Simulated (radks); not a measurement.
Results of a calculation; reference values are marked as such.
Q: Excited configurations of Ar: one electron is placed in a higher orbital outside [Ne] 3s2 3p5. The ground configuration is [Ar]. Level of theory: non-relativistic Kohn-Sham, r2SCAN, spin-polarised, spherical densities, point nucleus; open shells are filled with parallel spins first; meta-GGA in the generalised Kohn-Sham scheme (a radial shooting solver on a logarithmic mesh with Libxc functionals). Excitation = E - E(ground); binding = E(ion) - E, where the ion is the core of charge +1; n* = 1/sqrt(2 binding) in atomic units, and the quantum defect is n - n*.

| outer orbital | excitation (eV) | binding (eV) | n* | quantum defect | eigenvalue (eV) | <r> (bohr) |
|---|---|---|---|---|---|---|
| 4p | 13.556 | 2.615 | 2.281 | 1.719 | -1.470 | 7.060 |
| 5p | 14.841 | 1.330 | 3.198 | 1.802 | -0.815 | 15.16 |
| 6d | 15.630 | 0.542 | 5.012 | 0.988 | -0.337 | 37.80 |
| 7d | 15.780 | 0.391 | 5.898 | 1.102 | -0.254 | 54.02 |

Estimate the row for 4s.

A: excitation (eV) 12.065; binding (eV) 4.106; n* 1.820; quantum defect 2.180; eigenvalue (eV) -2.498; <r> (bohr) 5.169. The Delta-SCF ionisation energy is 16.171 eV (NIST Atomic Spectra Database: 15.760 eV, measured). Self-interaction in the functional shifts the binding energies and quantum defects, so they are the method's values and not measured ones. Open shells are spherical and high-spin; term and fine-structure splittings are not resolved.
